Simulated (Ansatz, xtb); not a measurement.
## Ligand exchange: SiH2(OH)(SiH3) + C2H7BO2 → Si2H6O2 + C2H7BO

Gas-phase species: SiH2(OH)(SiH3) (disilanol), singlet; C2H7BO2 `COB(C)O`, singlet; Si2H6O2 `O[SiH2][SiH2]O`, singlet; C2H7BO `CBOC`, singlet. The partners trade H for OH: Si–H and B–OH bonds give way to Si–OH and B–H.

Shapes, held fixed at every level: PBE0-D4/def2-TZVP. Flexible molecules stand in one conformer, not always the lowest. Programs: Ansatz 0.2.0, xtb 6.7.1. Electronic energies: no zero-point or thermal term.

```tsv
level	kind	ΔE (kJ/mol)	less CCSD(T)/CBS estimate
GFN0-xTB	semi-empirical	+129.3	+74.3
HF/def2-TZVPP	Hartree–Fock	+53.4	-1.6
r2SCAN-D4/def2-TZVPP	meta-GGA	+60.5	+5.5
B3LYP-D4/def2-TZVPP	global hybrid	+56.0	+1.0
PBE0-D4/def2-TZVPP	global hybrid	+61.6	+6.6
wB97M-V/def2-TZVPP	range-separated hybrid	+58.7	+3.7
CCSD/def2-TZVPP	coupled cluster or CI	+58.5	+3.5
CCSD(T)/CBS estimate	coupled cluster or CI	+55.0	0.0
```

The highest level, CCSD(T)/CBS estimate, gives ΔE = +55.0 kJ/mol; the levels span +53.4 to +129.3. GFN0-xTB strays far from the other rows. The column of differences is taken from that level and isn't an error. No measured value is set beside it here. The CBS estimate extrapolates MP2 from def2-TZVPP and def2-QZVPP and adds CCSD(T) − MP2 in the triple-zeta set, cores frozen.
